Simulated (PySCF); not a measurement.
## Ionisation energy of Rh⁺ by level of theory

Rh⁺ [Kr] 4d8 (3F) → Rh²⁺ [Kr] 4d7 (4F), as a difference of total energies. All numbers are calculated (PySCF 2.14, scalar relativity by spin-free X2C-1e, in x2c-TZVPPall with one added diffuse shell each of s, p, d, f type (9s7p7d3f1g, 95 functions)). Correlated levels: valence and next inner shell: [Ar] 3d10 frozen. The calculations carry no spin-orbit coupling.

```
                                method  ionisation energy (eV)  plus first-order spin-orbit estimate  difference from reference of that sum (eV)
                                   UHF                  16.152                                16.129                                      -1.951
    MP2 (valence and next inner shell)                  18.035                                18.013                                      -0.067
SCS-MP2 (valence and next inner shell)                  17.890                                17.868                                      -0.212
   CCSD (valence and next inner shell)                  17.703                                17.680                                      -0.400
CCSD(T) (valence and next inner shell)                  17.813                                17.790                                      -0.290
```

Reference: 18.08 eV (semi-empirical (NIST evaluation); NIST Atomic Spectra Database, ionization energies).

A first-order spin-orbit estimate (lowest level to lowest level, LS coupling) adds -0.022 eV.

Errors of the correlated levels include the incompleteness of this basis and the frozen core.
